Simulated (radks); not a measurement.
Task: Isoelectronic series with 19 electrons, all held in the configuration [Ar] 4s1, which need not be the ground one along the series. Method: Dirac Kohn-Sham, LDA (Slater exchange, Perdew-Wang correlation), spin-unpolarised, spherical densities, finite nucleus; Fermi nuclear charge, rms radius of each element as measured or else 0.836 A^(1/3) + 0.57 fm; computed with a radial shooting solver on a logarithmic mesh with Libxc functionals. Total energies (hartree) and orbital eigenvalues (hartree):

| ion | E (hartree) | 4s1/2 | 3p3/2 |
|---|---|---|---|
| K | -600.56100 | -0.08922 | -0.68893 |
| V4+ | -942.79837 | -1.56092 | -3.82776 |
| Mn6+ | -1144.61037 | -2.72764 | -6.12282 |
| Co8+ | -1366.99233 | -4.16195 | -8.87899 |
| Cu10+ | -1610.06295 | -5.86022 | -12.09133 |
| Ga12+ | -1873.96073 | -7.82109 | -15.75739 |
| As14+ | -2158.84187 | -10.04442 | -19.87602 |
| Br16+ | -2464.87932 | -12.53078 | -24.44683 |
| Rb18+ | -2792.26246 | -15.28125 | -29.46991 |
| Nb22+ | -3511.90588 | -21.58070 | -40.87494 |

Estimate the row of Sc2+.

Result: E (hartree) -761.46355; 4s1/2 -0.67091; 3p3/2 -2.00475.
